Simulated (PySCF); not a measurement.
C4H3F5O2.
Numbering: `[CH3:1][O:2][C:3]([O:4][C:5]([F:6])([F:7])[F:8])=[C:9]([F:10])[F:11]` (hydrogens: H12, H13, H14 on C1)

Cartesian coordinates in Å at the PBE0-D3(BJ)/def2-SVP level; atoms count from 1:
```xyz
14
C4H3F5O2 angstrom
C      1.6090   -0.9489    0.5736
O      0.6973   -0.0593    1.2008
C     -0.0544    0.7055    0.4051
O     -1.4128    0.4907    0.4297
C     -1.9080   -0.4922   -0.3597
F     -3.2141   -0.5024   -0.2156
F     -1.4294   -1.6911   -0.0277
F     -1.6119   -0.2925   -1.6414
C      0.4099    1.7408   -0.2989
F     -0.3207    2.5046   -1.0630
F      1.6730    2.0889   -0.3023
H      2.0740   -1.5341    1.3763
H      1.0874   -1.6294   -0.1168
H      2.3929   -0.3958    0.0324
```

All values: CAM-B3LYP/def2-SVPD (PySCF, non-relativistic), on one gas-phase PBE0-D3(BJ)/def2-SVP geometry that isn't relaxed in the solvent. The solvent is an IEF-PCM continuum (cavity from Bondi-type radii × 1.2), and excitations are vertical TDDFT with non-equilibrium linear response and a frozen core. Specific hydrogen bonds and non-electrostatic terms are outside this model.

```tsv
run	E − E(gas) (kJ/mol)	HOMO (eV)	HOMO–LUMO gap (eV)	dipole (D)	lowest singlet (eV)	static polarisability (au)
gas	0.00	-8.95	9.81	2.16	6.80	61.6
P	-12.80	-8.81	9.83	2.66	6.78	77.7
Q	-5.57	-8.87	9.83	2.38	6.77	68.1
```

Q: The runs were made in benzene and water. Which run belongs to which solvent?

A: P = water, Q = benzene. The dielectric constants are 2.271 (benzene), 78.36 (water), and the energy falls further as ε rises. The optical constants n² used for the excitations are 2.25, 1.78 in the same order. In this model the ground state sees the solvent through ε alone.

Q: How constant is the ratio of the lowering to (ε − 1)/(2ε + 1)?

A: 
| solvent | (ε − 1)/(2ε + 1) | E − E(gas) (kJ/mol) | ratio (kJ/mol) | polarisation term (kJ/mol) |
| --- | --- | --- | --- | --- |
| benzene | 0.229 | -5.57 | -24.3 | -5.85 |
| water | 0.490 | -12.80 | -26.1 | -14.44 |

The ratio changes by +7.5 % in size from benzene to water. The polarisation term is half the interaction of the solute with the induced surface charges.

Hardware: an Arm Neoverse V1 with one thread (shared host). Cost: 77 s of wall time, 1.3 GiB resident at most. This is the whole response run at CAM-B3LYP/def2-SVPD in water, SCF included.
